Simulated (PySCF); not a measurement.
**Molecular orbitals of SiSe**

PW91 at R = 2.063 Å; PySCF, spin-free X2C with a Gaussian nucleus, basis sets Si x2c-TZVPPall, Se x2c-TZVPPall. State: ¹Σ⁺ (singlet), closed shell. Only the outer orbitals are listed, counted within each symmetry.

```json
{"orbital": "10σ", "occ.": "2", "ε (eV)": "-17.68", "on Si (%)": "17", "main shells (%)": "81 Se s, 11 Si s"}
{"orbital": "11σ", "occ.": "2", "ε (eV)": "-10.96", "on Si (%)": "63", "main shells (%)": "62 Si s, 24 Se p, 12 Se s"}
{"orbital": "5π", "occ.": "2", "ε (eV)": "-6.82", "on Si (%)": "27", "main shells (%)": "72 Se p, 24 Si p"}
{"orbital": "5π", "occ.": "2", "ε (eV)": "-6.82", "on Si (%)": "27", "main shells (%)": "72 Se p, 24 Si p"}
{"orbital": "12σ", "occ.": "2", "ε (eV)": "-6.71", "on Si (%)": "57", "main shells (%)": "42 Se p, 35 Si p, 22 Si s"}
{"orbital": "6π", "occ.": "0", "ε (eV)": "-3.17", "on Si (%)": "75", "main shells (%)": "74 Si p, 23 Se p"}
{"orbital": "6π", "occ.": "0", "ε (eV)": "-3.17", "on Si (%)": "75", "main shells (%)": "74 Si p, 23 Se p"}
{"orbital": "13σ", "occ.": "0", "ε (eV)": "0.16", "on Si (%)": "93", "main shells (%)": "81 Si p, 18 Se p"}
```

**Question.** Which are the highest filled and the lowest empty level, where do they sit, and how wide is the gap?

**Answer.** Highest filled 12σ at -6.71 eV (in %: 42 Se p, 35 Si p, 22 Si s); lowest empty 6π at -3.17 eV (in %: 74 Si p, 23 Se p); the gap at PW91 is 3.54 eV.

The bond order (Mayer) is 2.49. The ⟨S²⟩ is 0.000. The charge on Si (Mulliken, basis-dependent) is 0.16 and the charge on Si (Löwdin, basis-dependent) is -0.10. The dipole moment (positive dipole means Si(−)Se(+)) is -1.17 D.
